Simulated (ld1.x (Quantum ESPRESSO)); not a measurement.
## Which change was made? (Al, ultrasoft)

aluminium (Al), ultrasoft, made with ld1.x (Quantum ESPRESSO) 7.5 (PBE, scalar-relativistic). Core [Ne], reference 3s2 3p1. Waves: 3s (bound): rcut 1.50, rcutus 1.75 bohr; 3s channel at 0.55 Ry: rcut 1.50, rcutus 1.75 bohr; 3p (bound): rcut 2.00, rcutus 2.60 bohr; 3p channel at 3.3 Ry: rcut 2.00, rcutus 2.60 bohr. Local part: all-electron potential smoothed inside 1.40 bohr (lloc = -1). Core correction: a·sin(br)/r model core, default radius (core density twice the valence density). Augmentation charge: PSQ, inside the norm-conserving radii.

Cutoffs, loose and tight: the cutoffs (Ry, on a coarse ladder) from which the occupation-weighted sum of valence levels, in a spherical-Bessel basis at the reference potential, stays within 10 and 1 mRy of its value at 400 Ry. They do not see the model core or the augmentation charge, which bear on the density cutoff. Test errors are all-electron minus pseudo excitation energies from the reference, over the configurations 3s2 3p0; 3s1 3p0; 3s2 3p0.5; 3s1 3p1; 3s1 3p2; 3s2 3p1.3; 3s0 3p3; variants that change the core or the reference have their own tests.

The base gives: outcome: generated; cutoff, loose: 8 Ry; cutoff, tight: 12 Ry; bound ghosts: none; largest test error (meV): +11.

Problem. After one change the result is: outcome: generated; cutoff, loose: 8 Ry; cutoff, tight: 12 Ry; bound ghosts: none; largest test error (meV): -12. Which change was it?
A. core correction a·sin(br)/r model core inside 1.18 bohr
B. core correction a·sin(br)/r model core inside 0.78 bohr
C. core correction a·sin(br)/r model core inside 1.90 bohr
D. core correction a·sin(br)/r model core inside 1.68 bohr

Solution. B. The others give: core correction a·sin(br)/r model core inside 1.18 bohr → outcome: generated; cutoff, loose: 8 Ry; cutoff, tight: 12 Ry; bound ghosts: none; largest test error (meV): -3.3 | core correction a·sin(br)/r model core inside 1.90 bohr → outcome: generated; cutoff, loose: 8 Ry; cutoff, tight: 12 Ry; bound ghosts: none; largest test error (meV): +61 | core correction a·sin(br)/r model core inside 1.68 bohr → outcome: generated; cutoff, loose: 8 Ry; cutoff, tight: 12 Ry; bound ghosts: none; largest test error (meV): +29.
